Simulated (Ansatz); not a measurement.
The cluster Pb₂O₂. Total charge 0; singlet. Geometry PBE0-D4/def2-SVP; atoms count from 1.

```
atom   x (Å)   y (Å)   z (Å)
 Pb1   0.899   0.201   1.317
 Pb2  -0.899  -0.201  -1.317
  O3   0.987  -0.806  -0.551
  O4  -0.987   0.806   0.551
```

In the def2 sets Pb takes a core potential; there is no spin–orbit coupling. The structure comes from a short search, and lower isomers may exist.

Question: Estimate the Mulliken populations from the PBE0/def2-TZVP orbitals of Ansatz.

Answer: 
| atom | charge (e) |
| --- | --- |
| Pb1 | 0.79 |
| Pb2 | 0.79 |
| O3 | -0.79 |
| O4 | -0.79 |
Mulliken values depend strongly on the basis.

Question: And the Mayer bond orders between heavy atoms (over 0.3)?

Answer: Pb1–O3 0.88 (2.12 Å); Pb1–O4 0.88 (2.12 Å); Pb2–O3 0.88 (2.12 Å); Pb2–O4 0.88 (2.12 Å).
